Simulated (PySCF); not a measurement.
## NMR problem set

Theoretical values (PySCF 2.14.0 with density-fitted response routines): GIAO PBE0/pcSseg-1 shieldings, J: B3LYP/pcJ-1 (spin–dipole term left out of most H,H and C,H couplings), GFN2-xTB geometry. Rapidly exchanging positions averaged, relativity neglected, one computed conformer, in vacuum.

Chemical shifts δ = σref − σ; ¹H (σ = 31.72 ppm), ¹³C (σ = 186.93 ppm) vs TMS, all at this level. Multiplet labels drop J under 1 Hz and among equivalent protons, and merge close values. Unscaled 3J(H,H) run several per cent high. Where no couplings were computed, multiplicities follow the n + 1 count of equivalent neighbours, and m marks all less simple cases (inequivalent or close neighbours, rings, F or P nearby). Shifts are as computed. Against solution values, carbons near 30 ppm lie about +3 ppm off and those near 130 ppm about +5 ppm; carbons on Cl a further +6 ppm (rms about the fit 2.1 ppm; single classes can miss by 10 ppm). Of 1328 compounds with measured shifts, 309 miss one by over three times the rms of a fit or turn the order of signals round; such compounds aren't used in these exercises. Signals without a measured value on file couldn't be tested in this way; 1H shifts scatter by 0.2 ppm about their fit, and single ones miss by 0.5 ppm. Carbons bonded to Cl come out too deshielded.

Question: C$_{3}$H$_{5}$NO. ¹H NMR (400 MHz, computed): δ 9.66 (d, J = 8.1 Hz, 1H), 7.70 (dq, J = 8.1, 2.4 Hz, 1H), 4.11 (d, J = 2.4 Hz, 3H). ¹³C{¹H} NMR (computed): δ 200.5 (CH), 167.0 (CH), 52.6 (CH3). Give a structure.

Answer: SMILES C/N=C/C=O. Rings plus π bonds: 2 (no ring in the answer). 3 carbon signals for 3 carbons: no two carbons are equivalent. Carbon types of the structure: 2 × CH, 1 × CH3, which accounts for all hydrogens. δC 200.5: aldehyde carbonyl carbon; the double bond to the heteroatom, with no lone-pair donor beside it, deshields it most. δC 167.0: C=N carbon. δH 9.66: hydrogen on an aldehyde carbonyl carbon; the formyl region, downfield of aromatic protons. δH 4.11: hydrogen on a methyl carbon bonded to N; its carbon carries N, which withdraws density. The protons at 7.70 and 9.66 share a coupling of 8.1 Hz (vicinal).

The shifts were computed for this structure.

Question: C$_{5}$H$_{4}$O. ¹H NMR (400 MHz, computed): δ 8.66 (d, J = 1.9 Hz, 1H), 6.82 (m, 1H), 6.68 (m, 1H), 6.63 (m, 1H). ¹³C{¹H} NMR (computed): δ 172.8 (C), 155.2 (CH), 151.8 (C), 147.9 (CH2), 127.2 (CH). Give a structure.

Answer: `C=Cc1cc1=O`. Rings plus π bonds: 4 (1 ring in the answer). 5 carbon signals for 5 carbons: no two carbons are equivalent. Carbon types of the structure: 2 × C, 2 × CH, 1 × CH2, which accounts for all hydrogens. δC 155.2: unsaturated ring CH. δC 147.9: terminal =CH2 carbon; as expected for a trigonal carbon in a double bond. δC 127.2: alkene CH; the olefinic region. δH 8.66: hydrogen on a unsaturated ring CH.

The data come from this structure; uniqueness wasn't tested.

Question: C$_{4}$H$_{7}$ClO. ¹H NMR (300 MHz, computed): δ 4.96 (s, 1H), 3.64 (s, 3H), 2.09 (s, 3H). ¹³C{¹H} NMR (computed): δ 165.5, 100.0, 56.1, 21.6. Identify the compound.

Answer: `InChI=1S/C4H7ClO/c1-4(3-5)6-2/h3H,1-2H3/b4-3+`. Rings plus π bonds: 1 (no ring in the answer). 4 carbon signals for 4 carbons: no two carbons are equivalent. Carbon types of the structure: 1 × C, 1 × CH, 2 × CH3, which accounts for all hydrogens. δC 165.5: alkene carbon bearing oxygen; an sp2 carbon further deshielded by the attached heteroatom. δC 100.0: β carbon of an enol-ether or enamine type C=C; the O or N lone pair pushes π density onto this β carbon and shields it. δC 56.1: methyl carbon bonded to O; pulled downfield by the heteroatom. δC 21.6: allylic methyl carbon; saturated and bonded to C and H only.

The data come from this structure; uniqueness wasn't tested.

Question: C$_{6}$H$_{7}$NO. ¹H NMR (400 MHz, computed): δ 8.32 (m, 1H), 8.03 (m, 1H), 1.54 (m, 1H), 1.17 (m, 2H), 0.50 (m, 2H). ¹³C{¹H} NMR (computed): δ 156.2, 154.2, 133.5, 16.3, 7.9. Give a structure.

Answer: `c1(C2CC2)cnoc1`. The formula gives 4 degrees of unsaturation (2 rings in the answer). 5 carbon signals for 6 carbons: some carbons are equivalent by symmetry or fast rotation. Carbon types of the structure: 1 × C, 3 × CH, 2 × CH2, which accounts for all hydrogens. δC 156.2: aromatic CH next to the ring oxygen. δC 154.2: aromatic CH next to a ring nitrogen; the adjacent pyridine-type nitrogen withdraws density from it. δC 133.5: substituted aromatic carbon. δH 1.54, 1.17, 0.50: hydrogen on a three-membered-ring carbon; cyclopropane-type protons are shielded by the ring.

The shifts were computed for this structure.
